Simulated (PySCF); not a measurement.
NMR data simulated for an unnamed compound:

1H NMR (400 MHz, computed): δ 3.43 (m, 2H), 2.43 (m, 2H), 2.42 (m, 2H), 2.37 (m, 2H), 1.71 (m, 2H).

13C{1H} NMR (computed): δ 214.4 (C), 42.3 (CH2), 39.9 (CH2).

No solvent model, one averaged value for each set of equivalent atoms, no relativistic terms, a single conformation. GIAO PBE0/pcSseg-1 shieldings; coordinates at the GFN2-xTB level; PySCF.

References, each an isolated molecule treated in the same way: 1H (σ = 31.72 ppm) and 13C (σ = 186.93 ppm) vs TMS.

**Question.** Which of these does the molecule contain: a ketone, a C≡C triple bond, an N-methyl group, a CH3CH2 unit?

**Answer.** 
- A ketone: yes (δC 214.4).
- A C≡C triple bond: no.
- An N-methyl group: no.
- A CH3CH2 unit: no.

The data belong to `O=C1CCP(=O)(P)CC1`, C₅H₁₀O₂P₂; they needn't prove each group on their own.

Carbon signals by region: 1 in the far downfield region (above 160 ppm), 2 below 50 ppm. Above 160 ppm: 214.4, ketone carbonyl carbon.

Splittings by 31P in the carbon and heteronuclear signals aren't shown, as no couplings were computed. Shifts are as computed. Against solution values, carbons near 30 ppm lie about +3 ppm off and those near 130 ppm about +5 ppm. Of 1211 compounds with measured shifts, 218 miss one by over three times the rms of a fit or turn the order of signals round; such compounds aren't used in these exercises. No couplings were computed; multiplicities are counted from neighbouring protons, with m where these are inequivalent, close in shift, in a saturated or five-membered ring or joined by F or P, and br s for small geminal =CH2 splittings.
